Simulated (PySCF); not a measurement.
**Radial density of Ho+ (holmium, charge +1)**

r2SCAN, [Xe] 4f11 6s1, one real determinant. Calculation: PySCF 2.14, in x2c-TZVPPall (11s7p7d4f2g, 113 functions); scalar relativity by spin-free X2C-1e.

| r (bohr) | 4πr²ρ (e/bohr) | 4πr²(ρα − ρβ) |
| --- | --- | --- |
| 0.0249 | 79.39 | 0.0025 |
| 0.0419 | 97.45 | 0.0083 |
| 0.0706 | 118.1 | 0.0068 |
| 0.119 | 90.23 | 0.0625 |
| 0.200 | 103.3 | 0.6380 |
| 0.336 | 47.72 | 2.6040 |
| 0.565 | 53.19 | 3.8167 |
| 0.950 | 18.00 | 2.0958 |
| 1.60 | 7.275 | 0.4053 |
| 2.69 | 1.048 | 0.3212 |
| 4.52 | 0.2167 | 0.2133 |
| 7.60 | 0.008317 | 0.0083 |
| 12.8 | 1.319e-05 | 0.0000 |

Densities and radii are taken from the X2C orbitals without a picture-change correction, which distorts them close to the nucleus.

⟨L²⟩ = 34.01 against 42 for a pure I term, so this real determinant mixes terms. Spin-orbit coupling, absent here, splits the open shell strongly.
